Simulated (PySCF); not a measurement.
A calculated (M06-L, PySCF 2.14, 6-31G*, no relativity, point nucleus) atom or ion has these occupied shells.

```
shell  electrons  orbital energy (eV)  rms radius, mean of both spins (bohr)
 1s α          1              -6393.8                                 0.0713
 1s β          1              -6393.7                                 0.0713
 2s α          1              -742.47                                  0.305
 2s β          1              -739.56                                  0.305
 2p α          3              -633.46                                  0.275
 2p β          3              -631.33                                  0.275
 3s α          1              -89.197                                  0.924
 3s β          1              -81.851                                  0.924
 3p α          3              -57.481                                  0.992
 3p β          3              -50.328                                  0.992
 3d α          5               -7.390                                   1.25
 4s α          1               -5.172                                   3.49
 4s β          1               -4.327                                   3.49
```

Problem. Name the element and its charge.

Solution. Mn (manganese, neutral), in [Ar] 3d5 4s2, high-spin 6S determinant.
